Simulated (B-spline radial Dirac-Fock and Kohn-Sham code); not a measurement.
## Widths and yields of inner-shell holes in Br⁵⁺

System: the Br⁵⁺ ion, configuration 1s2 2s2 2p6 3s2 3p6 3d10 4s2.

Level of theory: independent-particle rates on relativistic LDA orbitals of the hole state (multipoles up to L = 3, Coulomb Auger matrix elements, transition energies from Dirac-Fock); an atomic code on a B-spline grid.

Partial widths are in eV. Coster-Kronig decay leaves a hole in the same principal shell; its rates are the weakest part of the model, often 1.5 to 2.5 times too large and more for N holes. Holes without an open Auger channel, or with an unreliable SCF state, are not listed.

```tsv
hole	radiative	Auger	Coster-Kronig	total	fluorescence yield	lifetime (fs)
K (1s)	1.51	0.911	0	2.42	0.623	0.272
L1 (2s)	0.0140	0.723	5.38	6.12	0.00229	0.108
L2 (2p1/2)	0.0221	1.01	0	1.04	0.0213	0.635
L3 (2p3/2)	0.0216	1.07	0	1.09	0.0198	0.603
M1 (3s)	8.00e-05	0.0205	1.15	1.17	6.85e-05	0.563
M2 (3p1/2)	0.000298	0.00163	0.525	0.527	0.000566	1.25
M3 (3p3/2)	0.000272	0.00122	0.554	0.555	0.000489	1.19
```

Values without a named source are computed, but for edge energies of neutral atoms, which are taken from tables.
